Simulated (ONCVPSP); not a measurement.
# What one change does to a pseudopotential (Pb, ONCV)

```json
{
  "Element": "Pb",
  "Generator": "ONCVPSP 4.0.1",
  "Type": "optimised norm-conserving Vanderbilt (ONCV)",
  "Functional": "PBEsol",
  "Relativity": "scalar-relativistic",
  "Frozen core": "[Xe] 4f14",
  "Valence charge": "14",
  "Reference configuration": "5d10 6s2 6p2",
  "Partial waves": "6s: rc 1.70 bohr, ncon 4, nbas 7, qcut 3.9 1/bohr, 3 projectors, debl 3.4 Ha; 6p: rc 2.40 bohr, ncon 4, nbas 7, qcut 3 1/bohr, 3 projectors, debl 0.3 Ha; 5d: rc 1.60 bohr, ncon 5, nbas 9, qcut 11.8 1/bohr, 2 projectors, debl 3.6 Ha",
  "Local potential": "polynomial inside 1.05 bohr (lpopt 1, dvloc0 2 Ha)",
  "Core correction": "Teter function, fcfact 4.25, rcfact 1.45"
}
```

Change: d: qcut 11.6.

Cutoffs: the cutoffs (Ha) at which the residual kinetic energy of the hardest occupied pseudo-wave falls to 1 and 0.1 mHa per electron; they do not see the model core or the augmentation charge, which bear on the density cutoff. Errors are all-electron minus pseudo energies relative to the spin-unpolarised reference configuration.

Question: Predict the effect on cutoff, ghosts and configuration errors.

Answer: The potential gets neither clearly harder nor softer (34 Ha and 48 Ha → 34 Ha and 46 Ha); both files keep a bound ghost (p, s); the errors of the 4 common tests hardly move.

| quantity | base | changed |
| --- | --- | --- |
| cutoff, loose | 34 Ha | 34 Ha |
| cutoff, tight | 48 Ha | 46 Ha |
| loose cutoff by channel | s 34 Ha, p 5.1 Ha, d 34 Ha | s 34 Ha, p 5.1 Ha, d 27 Ha |
| bound ghosts | s, p | s, p |
| GHOST(+) flags under 300 eV | none | none |
| error for 5d10 6s2 6p1, meV [ΔE 6.60 eV] | -4.2 | -4.2 |
| error for 5d10 6s2 6p0, meV [ΔE 20.05 eV] | -16 | -16 |
| error for 5d10 6s1 6p0, meV [ΔE 52.53 eV] | -39 | -39 |
| error for 5d10 6s0 6p4, meV [ΔE 17.91 eV] | -21 | -21 |
| s: phases at 1.72 bohr within 0.05 rad from the reference energy up to (Ha; the scan ends near 5) | to the end of the scan | to the end of the scan |
| p: phases at 2.43 bohr within 0.05 rad from the reference energy up to (Ha; the scan ends near 5) | to the end of the scan | to the end of the scan |
| d: phases at 1.62 bohr within 0.05 rad from the reference energy up to (Ha; the scan ends near 5) | to the end of the scan | to the end of the scan |
| rms error of d²Exc/dni dnj with the model core, mHa | 0.43 | 0.42 |

 A true bound ghost makes a file unfit for plane-wave use even where its test errors are small: the radial tests pick states by their node count and pass the ghost by.
